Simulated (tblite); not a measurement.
C3H8N, doublet, at a GFN2-xTB geometry; GFN1-xTB with ALPB(water) run with tblite 0.6.0.

Input for tblite:
```
$ tblite run mol.xyz --method gfn1 --charge 0 --spin 1 --alpb water --json tblite.json --no-restart

# file mol.xyz
12

C     -1.19900215    -0.83639300     0.12677471
C      0.01387559     0.02593350     0.15918196
C      1.35357790    -0.54836869    -0.14265299
N     -0.15604386     1.41099659     0.03001501
H     -1.00348330    -1.78518800     0.62292084
H     -1.52305459    -1.06507776    -0.90040408
H     -2.03019307    -0.34664268     0.63260756
H      1.47859716    -1.50511862     0.36093446
H      2.14235413     0.12417312     0.19219051
H      1.50113967    -0.72383813    -1.21961119
H      0.58823510     1.88250990    -0.46690228
H     -1.07199613     1.69517515    -0.29166300
```

### Question
What does tblite print? Leave out banner, timings and long lists.

### Answer

```
xTB calculator
 | screened Coulomb repulsion
 | Coulomb electrostatics
 |  * isotropic Klopman-Ohno-Mataga-Nishimoto electrostatics
 |  * onsite third-order electrostatics
 | DFT-D3(BJ) dispersion correction
 | Interactions (3)
 | [1] alpb/gbsa reaction field model
 | [2] cds contribution to solvation
 | [3] empirical free energy shift and standard state/solvent correction

halogen bonding energy    0.0000000000000E+00 Eh
repulsion energy          1.8205693938842E-01 Eh
dispersion energy        -3.3240547863229E-03 Eh
interaction energy        2.3024780719161E-03 Eh
number of electrons       2.5000000000000E+01 e
integral cutoff           1.9731147476801E+01 bohr

------------------------------------------------------------
  cycle        total energy    energy error   density error
------------------------------------------------------------
      1     -13.79037285423  -1.3971408E+01   5.8128488E-01
      2     -13.80687289736  -1.6500043E-02   3.3638979E-01
      3     -13.80767822154  -8.0532418E-04   3.5499873E-02
      4     -13.80817648698  -4.9826544E-04   3.4107197E-03
      5     -13.80818759682  -1.1109837E-05   1.0651779E-03
      6     -13.80818813732  -5.4050498E-07   3.5464237E-04
      7     -13.80818833855  -2.0122673E-07   1.3789407E-04
      8     -13.80818834262  -4.0749804E-09   4.4566984E-06
------------------------------------------------------------

electronic energy        -1.3989223705297E+01 Eh
total energy             -1.3808188342623E+01 Eh

Post processing:
 | Mayer-Wiberg bond orders

[Info] JSON dump of results written to 'tblite.json'
```
